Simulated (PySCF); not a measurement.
# What an electron can do to GeCl

CCSD(T) in PySCF with def2-TZVPPD on every atom, for the lowest determinant that a PBE0 search found; no spin–orbit coupling.

| species | state (unpaired electrons) | Re (Å) | ωe (cm⁻¹) | energy of the minimum from the neutral (eV) | De (eV) | dissociates to |
| --- | --- | --- | --- | --- | --- | --- |
| GeCl | doublet (π ↑) | 2.178 | 410 | 0.00 | 3.94 | Ge + Cl |
| GeCl⁺ | singlet (closed shell) | 2.063 | 513 | 7.28 | 4.56 | Ge⁺ + Cl |
| GeCl⁻ | triplet (π ↑↑) | 2.366 | 278 | -1.25 | 1.74 | Ge + Cl⁻ |

Question: Work out the lowest energy to break GeCl into atoms, from its vibrational ground state.

Answer: D0 = De − ωe/2 = 3.94 − 0.03 = 3.91 eV (CCSD(T)/def2-TZVPPD).

Question: Work out the ionisation energy of the Ge atom at this level and the threshold of dissociative ionisation.

Answer: IE(Ge) = 7.28 + 4.56 − 3.94 = 7.90 eV, so Ge⁺ + Cl + e⁻ appears at D0 + IE(Ge) = 11.81 eV (CCSD(T)/def2-TZVPPD). The measured IE(Ge) is 7.899 eV (NIST ASD).

Question: Work out the electron affinity of the Cl atom and the threshold of dissociative attachment.

Answer: EA(Cl) = 3.94 − 1.74 − (-1.25) = 3.45 eV, so Ge + Cl⁻ needs D0 − EA(Cl) = 0.46 eV (CCSD(T)/def2-TZVPPD). The measured EA(Cl) is 3.613 eV.

Question: At which energy does ion-pair formation open?

Answer: Ge⁺ + Cl⁻ lies at D0 + IE(Ge) − EA(Cl) = 8.36 eV (CCSD(T)/def2-TZVPPD).

These are thermodynamic thresholds; the onsets seen under electron impact lie higher where the geometry changes, and cross-sections peak well above them.

Correlated steps freeze 14 core orbitals. Spin–orbit coupling is left out. For an ion De counts to the pair picked by the measured ionisation energies or electron affinities, which need not be the lowest pair at this level. Where the molecule has an RHF reference, its open-shell atoms are computed with UHF. States were picked by a PBE0 search and need not be the measured ground states.
